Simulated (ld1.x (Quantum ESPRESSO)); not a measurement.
# Pseudopotential generation for fluorine (F): PAW, PBE, non-relativistic.

* Element: fluorine
* Generator: ld1.x (Quantum ESPRESSO) 7.5
* Type: PAW
* Functional: PBE
* Relativity: non-relativistic
* Frozen core: [He]
* Valence charge: 7
* Reference configuration: 2s2 2p5
* Partial waves: 2s (bound): rcut 0.65, rcutus 0.75 bohr; 2s channel at -1.7 Ry: rcut 0.65, rcutus 0.75 bohr; 2p (bound): rcut 0.90, rcutus 1.10 bohr; 2p channel at 1.45 Ry: rcut 0.90, rcutus 1.10 bohr; 3d channel at 0.4 Ry: rcut 0.90, rcutus 1.15 bohr; 3d channel at 2 Ry: rcut 0.90, rcutus 1.15 bohr
* Local potential: all-electron potential smoothed inside 0.65 bohr (lloc = -1)
* Core correction: Bessel-smoothed model core, default radius (core density twice the valence density)
* Augmentation charge: PSQ, inside the norm-conserving radii

All-electron outer shells of the reference configuration (PBE, non-relativistic, ld1.x):

```tsv
shell	level (eV)	outermost node (bohr)	outermost maximum (bohr)
2s	-29.82	0.24	0.76
2p	-11.12	–	0.71
```

Calculated quality:

```
Largest excitation error                  : +3.5 meV (all-electron minus pseudo) for 2s2 2p2, out of 7 test configurations
Lowest eigenvalue of the overlap operator : -22.95 (d channel); it is negative, so in a basis up to 400 Ry S is not positive definite and the file is unfit for use
Density cutoff estimated by the generator : 533 Ry
```

The ghost test of this file was not conclusive. Its overlap operator is not positive definite in a basis up to 400 Ry (lowest eigenvalue d -22.95), so the file is unfit for use: the generalised eigenproblem breaks down once the basis is large enough, and its test numbers describe a broken file.

Generation and tests took about 5.8 s on one core of a shared server CPU.
